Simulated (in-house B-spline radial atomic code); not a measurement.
Configurations of Ti²⁺, with energies counted from [Ar] (3d3/2)2. Level of theory: Dirac-Hartree-Fock, average of each configuration as written, Fermi nucleus of rms radius 3.5921 fm; calculated with an all-electron radial atomic-structure program (B-spline basis). Energies include first-order Breit, QED and recoil terms.

Occupations are held fixed; configurations that lie above the ionisation limit could autoionise.

```csv
configuration,E - E(ref) (eV),highest orbital,its <r> (bohr)
[Ar] (3d3/2)1 (3d5/2)1,0.22074,3d5/2,1.412
[Ar] (3d3/2)1 4s1,3.7294,4s1/2,2.885
[Ar] (3d3/2)1 (6p1/2)1,20.133,6p1/2,10.84
[Ar] (3d3/2)1 (5f5/2)1,20.719,5f5/2,10.36
[Ar] (3d5/2)1 (7p3/2)1,21.96,7p3/2,16.11
[Ar] (3d5/2)1 (6f5/2)1,22.278,6f5/2,15.87
[Ne] 3s2 (3p1/2)2 (3p3/2)3 (3d3/2)1 (3d5/2)1 (5p1/2)1,53.474,5p1/2,6.578
```

Task: Order these further configurations by energy, lowest first.
A. [Ne] 3s2 (3p1/2)1 (3p3/2)4 (3d5/2)2 (4d3/2)1
B. [Ar] (3d3/2)1 (6g9/2)1
C. [Ne] 3s2 (3p1/2)2 (3p3/2)3 (3d5/2)2 (5g9/2)1
D. [Ar] (3d3/2)1 (6d5/2)1
E. [Ne] 3s2 (3p1/2)2 (3p3/2)3 (3d5/2)3

Result: D (21.449 eV), B (22.253 eV), E (37.38 eV), A (51.178 eV), C (58.288 eV).

Task: How far above the reference does [Ar] (3d3/2)1 6s1 lie?

Result: 19.339 eV; its least bound orbital is 6s1/2 with <r> = 9.748 bohr.

Task: How far above the reference does [Ne] 3s2 (3p1/2)1 (3p3/2)4 (3d3/2)1 (3d5/2)1 (7f5/2)1 lie?

Result: 61.08 eV; its least bound orbital is 7f5/2 with <r> = 22.28 bohr.
